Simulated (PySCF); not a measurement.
# C3H8Se: core ionisation energies

Compound: C₃H₈Se.
Numbering: `[CH3:1][CH:2]([CH3:3])[SeH:4]`

The calculation used delta-SCF UKS SCAN, pcX-2 on the ionised atom, pcseg-1 elsewhere, spin-free X2C in PySCF 2.14.0. Binding energies are ΔSCF values: E(core-ionised, relaxed orbitals) − E(ground state) at a fixed geometry, referred to the vacuum level.

Task: List the computed XPS lines with their assignment.

Result: 
| atom(s) | environment | level | binding energy (eV) | above the level's lowest (eV) | count |
| --- | --- | --- | --- | --- | --- |
| C2 | sp3 carbon bound to selenium | C 1s | 291.19 | +0.46 | 1 |
| C1/C3 | methyl carbon | C 1s | 290.73 | 0.00 | 2 |

The listed C 1s values span 0.46 eV, from C1/C3 (bonded to C and 3 H) to C2 (bonded to 2 C, Se and H). Summing the Pauling electronegativity differences to the bonded atoms, each weighted by its formal bond order, gives -1.05 for the lowest site and -0.35 for the highest.

Task: What is the longest wavelength that can ionise C 1s of C2 vertically?

Result: λ = hc/E = 12398.42 eV Å / 291.19 eV = 42.578 Å.

Task: Which photon energy gives electrons from C 1s of C2 a kinetic energy of 150 eV, and what is their de Broglie wavelength?

Result: hν = 291.19 + 150 = 441.19 eV, recoil neglected; λ = 12.264 Å/√(E/eV) = 1.00 Å.

Atoms equivalent by their bonding share one computed value, that of the first of them. No level of selenium is listed. Isolated species at its PBE0-D3(BJ)/def2-SVP geometry (one conformer only).

Shape of the structure used: `[CH3:1][CH:2]([CH3:3])[SeH:4]`: H–Se4–C2–C1 64°.
